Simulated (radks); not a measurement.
Charge is removed step by step from the 5s1/2 level of neutral strontium, starting from [Kr] 5s2. Method: Dirac Kohn-Sham, PBE, spin-unpolarised, spherical densities, point nucleus; computed with a radial shooting solver on a logarithmic mesh with Libxc functionals.

| removed (e) | E - E(0) (eV) | eigenvalue (eV) | E minus straight line (eV) |
|---|---|---|---|
| 0 | 0.000 | -3.526 | 0.000 |
| 0.25 | 1.024 | -4.671 | -0.448 |
| 0.5 | 2.339 | -5.860 | -0.603 |
| 0.75 | 3.957 | -7.086 | -0.457 |
| 1 | 5.885 | -8.347 | 0.000 |

Removing the whole electron costs 5.885 eV by Delta-SCF, against 3.526 eV from minus the eigenvalue at the starting occupation. Slater's transition state (half an electron removed) gives 5.860 eV. Integrating minus the eigenvalue over the occupation (Janak's theorem) gives 5.885 eV. The mean slope of the eigenvalue, de/dn, is 4.82 eV per electron. Ionisation energy of Sr in the NIST Atomic Spectra Database: 5.695 eV (measured).

Beside tabulated values, note that spin-unpolarised runs miss the spin-polarisation part of the exchange energy of open shells.
